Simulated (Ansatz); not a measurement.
System: sum formula GaH2Br, charge 0, multiplicity 1. SMILES: [Br][GaH2]
Coordinates optimised at B3LYP-D3(BJ)/def2-TZVP (Ansatz, a first-principles code):
```xyz
4

Ga    -1.1658     0.1109    -0.0078
Br     1.1370    -0.1082     0.0076
H     -1.6944     1.5759    -0.0015
H     -1.9611    -1.2281    -0.0229
```

Quantity: vertical ionisation energy (to the doublet state of charge +1; each state is the SCF solution reached for its spin), in eV. Correlated levels leave the core frozen unless marked. UHF or UKS for open shells. No spin-orbit coupling. Frozen are the shells of the preceding noble gas and the d and f shells that filled before the atom's block. No relativistic terms. CBS marks a two-point X^-3 extrapolation of the correlation energy; Hartree-Fock from the larger set.

```json
[
 {"level": "HF/def2-TZVPPD", "program": "Ansatz", "vertical ionisation energy (eV)": "9.64"},
 {"level": "wB97X-V/def2-TZVPD", "program": "Ansatz", "vertical ionisation energy (eV)": "10.54"},
 {"level": "MP2/aug-cc-pVQZ", "program": "Ansatz", "vertical ionisation energy (eV)": "10.74"},
 {"level": "RI-MP2/CBS(aug-cc-pVTZ,aug-cc-pVQZ)", "program": "Ansatz", "vertical ionisation energy (eV)": "10.81"},
 {"level": "SCS-MP2/aug-cc-pVDZ", "program": "Ansatz", "vertical ionisation energy (eV)": "10.49"},
 {"level": "SCS-MP2/def2-TZVPPD", "program": "Ansatz", "vertical ionisation energy (eV)": "10.56"},
 {"level": "CCSD/aug-cc-pVDZ", "program": "Ansatz", "vertical ionisation energy (eV)": "10.39"},
 {"level": "CCSD/aug-cc-pVTZ", "program": "Ansatz", "vertical ionisation energy (eV)": "10.47"},
 {"level": "CCSD/def2-QZVPPD", "program": "Ansatz", "vertical ionisation energy (eV)": "10.54"},
 {"level": "CCSD(T)/CBS(aug-cc-pVTZ,aug-cc-pVQZ)", "program": "Ansatz", "vertical ionisation energy (eV)": "10.68"}
]
```
